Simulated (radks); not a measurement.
As3+, 30 electrons, occupied as [Ar] 3d9.75 4s2 4p0.25 (fractional occupations, a model configuration). Method: scalar-relativistic Kohn-Sham, Wu-Cohen GGA, spin-polarised, spherical densities, finite nucleus; open shells are filled with parallel spins first; Fermi nuclear charge, rms radius 4.0968 fm; computed with a radial shooting solver on a logarithmic mesh with Libxc functionals.

Unscreened Slater integrals over Kohn-Sham orbitals (eV). They are taken over the spin-up orbitals. Empty in this configuration: 4d.

integral     value
F0(4p,4p)   12.384
F2(4p,4p)   6.5978
F0(4p,4s)   13.194
G1(4p,4s)   8.8799
F0(4p,3d)   15.922
F2(4p,3d)   3.5416
G1(4p,3d)   1.2945
G3(4p,3d)   1.1692
F0(4p,3p)   16.038
F2(4p,3p)   3.2619
G0(4p,3p)  0.83655
G2(4p,3p)  0.96838
F0(4p,4d)   10.005
F2(4p,4d)   4.7676
G1(4p,4d)   5.5992
G3(4p,4d)   3.4368
F0(4s,4s)   14.231
F0(4s,3d)   17.978
G2(4s,3d)   1.7558
F0(4s,3p)   18.136
G1(4s,3p)   1.2701
F0(4s,4d)   10.370
G2(4s,4d)   3.6009
F0(3d,3d)   37.647
F2(3d,3d)   17.783
F4(3d,3d)   11.137
F0(3d,3p)   38.613
F2(3d,3p)   18.432
G1(3d,3p)   22.472
G3(3d,3p)   13.825
F0(3d,4d)   11.652
F2(3d,4d)   1.8312
F4(3d,4d)  0.77440
G0(3d,4d)  0.71995
G2(3d,4d)  0.72546
G4(3d,4d)  0.52478
F0(3p,3p)   39.970
F2(3p,3p)   20.002
F0(3p,4d)   11.694
F2(3p,4d)   1.6414
G1(3p,4d)  0.60994
G3(3p,4d)  0.48282
F0(4d,4d)   8.7148
F2(4d,4d)   4.5547
F4(4d,4d)   3.0204

Derived for the open shells (J is the average intra-shell exchange parameter used in DFT+U). 3d: Racah B = F2/49 - 5 F4/441 = 0.2367 eV, C = 35 F4/441 = 0.8839 eV, C/B = 3.73, F4/F2 = 0.626, J = (F2 + F4)/14 = 2.066 eV. 4p: J = F2/5 = 1.320 eV.
